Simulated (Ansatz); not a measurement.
Zn2I5⁻. The state is a singlet with charge -1. Geometry r2SCAN-D4/def2-SVPD.

```xyz
7

Zn    1.0409    0.4407   -0.8851
Zn   -1.0408   -0.4408    0.8853
I     2.8649    1.2153   -2.4391
I    -2.8649   -1.2158    2.4390
I     1.1328    0.9420    1.8005
I    -1.5484    1.2647   -1.1901
I     0.4155   -2.2062   -0.6105
```

In the def2 sets I takes a core potential; there is no spin–orbit coupling. The structure comes from a short search, and lower isomers may exist.

Estimate the orbital energies around the gap (eV) in Ansatz with PBE-D4/def2-SVP, r2SCAN-D4/def2-SVP, B97M-V/def2-SVP, PBE0-D4/def2-SVP, BHLYP-D4/def2-SVP.


| orbital | PBE-D4/def2-SVP | r2SCAN-D4/def2-SVP | B97M-V/def2-SVP | PBE0-D4/def2-SVP | BHLYP-D4/def2-SVP |
| --- | --- | --- | --- | --- | --- |
| HOMO−9 | -3.87 | -4.29 | -4.19 | -5.11 | -6.05 |
| HOMO−8 | -3.87 | -4.29 | -4.19 | -5.11 | -6.05 |
| HOMO−7 | -3.27 | -3.67 | -3.57 | -4.43 | -5.31 |
| HOMO−6 | -3.11 | -3.52 | -3.46 | -4.33 | -5.25 |
| HOMO−5 | -3.11 | -3.52 | -3.46 | -4.33 | -5.25 |
| HOMO−4 | -2.83 | -3.24 | -3.18 | -4.06 | -4.99 |
| HOMO−3 | -2.77 | -3.16 | -3.09 | -3.97 | -4.89 |
| HOMO−2 | -2.77 | -3.16 | -3.09 | -3.97 | -4.89 |
| HOMO−1 | -2.69 | -3.08 | -3.01 | -3.88 | -4.79 |
| HOMO | -2.69 | -3.08 | -3.01 | -3.88 | -4.79 |
| LUMO | 1.22 | 1.32 | 1.43 | 1.97 | 2.92 |
| LUMO+1 | 1.46 | 1.62 | 1.73 | 2.20 | 3.12 |
| LUMO+2 | 3.23 | 3.49 | 3.34 | 3.82 | 4.59 |
| LUMO+3 | 4.27 | 4.47 | 4.57 | 5.07 | 6.00 |
| LUMO+4 | 4.27 | 4.47 | 4.57 | 5.07 | 6.15 |
| LUMO+5 | 4.55 | 4.83 | 4.88 | 5.37 | 6.15 |
